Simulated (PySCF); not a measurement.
C4H4ClF, SMILES C(Cl)C(F)=C=C.

Geometry: B3LYP-D3(BJ)/def2-SVP. The structure was generated by enumeration, and PubChem lists no compound with its InChIKey, so it may never have been made. One conformer was computed; it need not be the lowest.

Method: B3LYP-D3(BJ)/def2-SVP (PySCF).

Frequencies are harmonic and unscaled.

Computed vibrational spectrum:
| mode | ν (cm⁻¹) | IR (km/mol) | moving atoms (share of kinetic energy) |
|---|---|---|---|
| 1 | 67 | 0.9 | C 42 %, Cl 27 %, F 16 %, H 15 % |
| 2 | 168 | 0.7 | C 32 %, Cl 29 %, F 28 %, H 10 % |
| 3 | 177 | 1.5 | C 47 %, F 24 %, H 20 %, Cl 10 % |
| 4 | 283 | 3.6 | C 63 %, H 25 % |
| 5 | 392 | 3.3 | C 44 %, F 27 %, H 26 % |
| 6 | 513 | 8.3 | C 64 %, H 18 %, Cl 17 % |
| 7 | 622 | 26.8 | C 66 %, F 18 %, H 15 % |
| 8 | 640 | 6.1 | H 72 %, C 23 % |
| 9 | 728 | 44.7 | C 74 %, Cl 15 %, H 10 % |
| 10 | 805 | 22.5 | C 61 %, F 26 %, H 13 % |
| 11 | 907 | 0.6 | H 56 %, C 35 % |
| 12 | 922 | 35.8 | H 73 %, C 27 % |
| 13 | 1002 | 0.4 | H 66 %, C 34 % |
| 14 | 1140 | 22.1 | H 85 %, C 10 % |
| 15 | 1233 | 39.7 | H 51 %, C 44 % |
| 16 | 1284 | 140.2 | C 52 %, H 41 % |
| 17 | 1327 | 22.0 | H 60 %, C 38 % |
| 18 | 1440 | 15.4 | H 88 %, C 12 % |
| 19 | 1483 | 30.3 | C 53 %, H 46 % |
| 20 | 2090 | 8.5 | C 99 % |
| 21 | 3086 | 7.4 | H 94 % |
| 22 | 3105 | 3.8 | H 95 % |
| 23 | 3170 | 1.6 | H 90 %, C 10 % |
| 24 | 3189 | 0.3 | H 89 %, C 11 % |
